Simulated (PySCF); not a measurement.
C2H4FNOSi. Atoms are numbered in the order given.

```xyz
10

C     -2.2453     0.2600     0.5300
Si    -0.4885    -0.2762     0.5807
F     -0.3288    -1.8027     0.0820
O      0.3105     0.6937    -0.5747
C      1.5709     0.8378    -0.7424
N      2.7081     0.9961    -0.9153
H     -2.8589    -0.3570     1.2035
H     -2.6416     0.1607    -0.4919
H     -2.3369     1.3121     0.8392
H      0.2407    -0.1347     1.8598
```

Geometry: PBE0-D3(BJ)/def2-SVP. The structure was generated by enumeration; whether it is a known compound was not checked. The values are those of a single conformer.

These are TDA-CAM-B3LYP/def2-SVPD (PySCF) values and carry that method's errors.

Vertical excitations. Isolated molecule, no solvent.

```csv
state,energy (eV),λ (nm),f,main pairs
S1,7.56,164,0.011,"HOMO→LUMO+1 45 %, HOMO→LUMO 39 %"
S2,7.82,159,0.009,"HOMO−1→LUMO+1 42 %, HOMO−1→LUMO 37 %"
S3,7.86,158,0.005,"HOMO→LUMO+5 22 %, HOMO→LUMO+6 14 %, HOMO→LUMO+7 12 %, HOMO−1→LUMO+1 8 %"
S4,8.20,151,0.002,"HOMO→LUMO+7 21 %, HOMO−1→LUMO+5 16 %, HOMO→LUMO+2 8 %, HOMO→LUMO+6 8 %"
S5,8.27,150,0.009,"HOMO−1→LUMO+7 25 %, HOMO−1→LUMO+2 18 %, HOMO→LUMO+2 8 %, HOMO−1→LUMO+6 8 %"
S6,8.76,142,0.041,"HOMO→LUMO+2 48 %, HOMO→LUMO+3 7 %"
S7,8.86,140,0.004,"HOMO−2→LUMO+1 31 %, HOMO→LUMO+2 15 %, HOMO−2→LUMO+2 11 %, HOMO−1→LUMO+2 7 %"
S8,8.95,138,0.011,"HOMO→LUMO 45 %, HOMO→LUMO+1 35 %"
S9,9.05,137,0.043,"HOMO−1→LUMO+2 39 %, HOMO−2→LUMO+1 30 %, HOMO−1→LUMO+3 6 %"
S10,9.21,135,0.042,"HOMO−1→LUMO 40 %, HOMO−1→LUMO+1 31 %, HOMO−2→LUMO+2 9 %"
T1,6.59,188,0,"HOMO−1→LUMO+5 14 %, HOMO−1→LUMO+7 12 %, HOMO→LUMO+9 11 %, HOMO−1→LUMO+6 11 %"
T2,7.08,175,0,"HOMO→LUMO+5 14 %, HOMO→LUMO 13 %, HOMO→LUMO+9 11 %, HOMO→LUMO+1 10 %"
T3,7.15,173,0,"HOMO→LUMO+7 18 %, HOMO−1→LUMO+5 12 %, HOMO−1→LUMO+9 8 %, HOMO→LUMO+9 7 %"
T4,7.23,172,0,"HOMO→LUMO+1 39 %, HOMO→LUMO 24 %, HOMO→LUMO+5 7 %"
```
Triplets are in the Tamm–Dancoff approximation.
